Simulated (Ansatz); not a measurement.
A nudged elastic band was laid between two geometries of BH4NOSSi (9 atoms, charge 0, multiplicity 1).

Computed with UKS PBE0-D4/def2-SVP in Ansatz 0.2.0.

```yaml
movable_images: 7
climbing_image: yes
spring: 5.0 eV/Å²
optimiser: quadratic models (default)
start_path: through a guess of the saddle point
force_threshold: 0.05 eV/Å
iteration_limit: 60
end_points: relaxed
```

Initial state:

```xyz
9
Properties=species:S:1:pos:R:3
N 0.382 1.139 1.229
Si 0.121 -0.175 0.184
S 2.071 -0.806 -0.404
B -1.532 -0.799 -0.512
O -0.870 0.075 -1.287
H 1.170 1.770 1.130
H -0.318 1.466 1.882
H 1.650 -1.356 -1.563
H -2.585 -1.362 -0.677
```

Final state:

```xyz
9
Properties=species:S:1:pos:R:3
N 0.405 1.218 1.326
Si 0.327 -0.319 0.513
S 1.727 -0.545 -1.158
B -1.267 -0.482 -0.540
O -2.360 -1.066 -0.947
H 0.665 2.062 0.826
H 0.804 1.223 2.258
H 2.560 -1.418 -0.547
H -2.772 -0.720 -1.749
```

**Question.** What changes between the two ends?

**Answer.** Bonds broken: Si2–O5, B4–H9. Bonds formed: O5–H9.

**Question.** What energy profile does the band end with?

**Answer.** The forces met the threshold. The highest image is number 3 of 0 to 8, 3.13 eV above the first end and 1.46 eV above the last; the last end lies 1.68 eV above the first. Neighbouring images differ by up to 2.6 eV, so the band resolves the path poorly. A vibrational analysis at the climbing image gives 2 clearly imaginary modes (1773i, 75i cm⁻¹): a point of higher order, so a lower path passes nearby.

| image | path coordinate (Å) | energy (eV) | Si2–O5 (Å) | B4–H9 (Å) | O5–H9 (Å) |
| --- | --- | --- | --- | --- | --- |
| 0 | 0.00 | 0.00 | 1.79 | 1.21 | 2.32 |
| 1 | 2.20 | 0.41 | 2.81 | 1.21 | 2.32 |
| 2 | 4.41 | 0.54 | 3.80 | 1.18 | 2.38 |
| 3 | 6.61 | 3.13 | 3.23 | 1.32 | 1.29 |
| 4 | 7.01 | 2.19 | 3.20 | 1.62 | 0.99 |
| 5 | 7.41 | 1.81 | 3.17 | 1.84 | 0.97 |
| 6 | 7.81 | 1.71 | 3.14 | 1.93 | 0.97 |
| 7 | 8.21 | 1.69 | 3.14 | 1.94 | 0.97 |
| 8 | 8.61 | 1.68 | 3.15 | 1.95 | 0.97 |

**Question.** What is the geometry of the highest image?

**Answer.** 
```xyz
9
Properties=species:S:1:pos:R:3
N 0.409 1.027 1.343
Si 0.366 -0.429 0.423
S 1.818 -0.124 -1.163
B -1.372 -0.685 -0.597
O -2.414 -1.348 -0.936
H 1.030 1.800 1.136
H -0.148 1.169 2.177
H 2.554 -1.208 -0.834
H -2.155 -0.248 -1.567
```

The band took 50 iterations and about 30 core-minutes.

Run time: 17 min on 2 threads of AMD EPYC 9R14 (Zen 4) (shared host), peak memory 0.39 GiB.
